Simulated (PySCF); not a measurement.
# Two-component Hartree-Fock for Tl⁵³⁺ (thallium, charge +53)

Start: [Ar] 3d10. Calculated with PySCF 2.14 in an uncontracted even-tempered set (15 s from 15 bohr⁻², ratio 2.8; 13 p from 19 bohr⁻², ratio 2.8; 8 d from 19 bohr⁻², ratio 2.8; 3 f from 72 bohr⁻², ratio 3): generalised Hartree-Fock with the X2C-1e Hamiltonian and a Gaussian nucleus; one run each with spin-orbit coupling (SO) switched off, then screened by Boettger's factors.

```json
{"spinor shell": "1s1/2", "electrons": "2", "ε, spin-free (eV)": "-89041.9", "ε, screened SO (eV)": "-89008.4", "weight of nominal j (screened SO)": "1.000", "rms radius, screened SO (bohr)": "0.0184"}
{"spinor shell": "2s1/2", "electrons": "2", "ε, spin-free (eV)": "-18422.7", "ε, screened SO (eV)": "-18412.9", "weight of nominal j (screened SO)": "1.000", "rms radius, screened SO (bohr)": "0.0742"}
{"spinor shell": "2p1/2", "electrons": "2", "ε, spin-free (eV)": "-16283.5", "ε, screened SO (eV)": "-17785.8", "weight of nominal j (screened SO)": "1.000", "rms radius, screened SO (bohr)": "0.0627"}
{"spinor shell": "2p3/2", "electrons": "4", "ε, spin-free (eV)": "-16283.5", "ε, screened SO (eV)": "-15703.9", "weight of nominal j (screened SO)": "1.000", "rms radius, screened SO (bohr)": "0.0708"}
{"spinor shell": "3s1/2", "electrons": "2", "ε, spin-free (eV)": "-6545.9", "ε, screened SO (eV)": "-6543.3", "weight of nominal j (screened SO)": "1.000", "rms radius, screened SO (bohr)": "0.186"}
{"spinor shell": "3p1/2", "electrons": "2", "ε, spin-free (eV)": "-5914.1", "ε, screened SO (eV)": "-6268.9", "weight of nominal j (screened SO)": "1.000", "rms radius, screened SO (bohr)": "0.177"}
{"spinor shell": "3p3/2", "electrons": "4", "ε, spin-free (eV)": "-5914.1", "ε, screened SO (eV)": "-5774.6", "weight of nominal j (screened SO)": "1.000", "rms radius, screened SO (bohr)": "0.193"}
{"spinor shell": "3d3/2", "electrons": "4", "ε, spin-free (eV)": "-5282.1", "ε, screened SO (eV)": "-5345.2", "weight of nominal j (screened SO)": "1.000", "rms radius, screened SO (bohr)": "0.167"}
```

(1) Where does 3d5/2 lie, and what is the 3d spin-orbit splitting (screened SO)?

```csv
quantity,spin-free,screened SO
E (hartree),-18045.37556,-18078.87591
M_J,0,0
⟨J²⟩,0.000,0.000
⟨L²⟩,0.000,0.093
⟨S²⟩,0.000,0.093
```

Breit and QED terms are absent; they matter most for the inner s and p1/2 levels.

Densities and radii are taken from the X2C orbitals without a picture-change correction, which distorts them close to the nucleus.

Without spin-orbit coupling the j labels of p, d and f shells carry no meaning; the spin-free column gives the mean over the occupied spinors of each nl shell.

Results:

(1) At -5239.4 eV, 105.81 eV above 3d3/2.
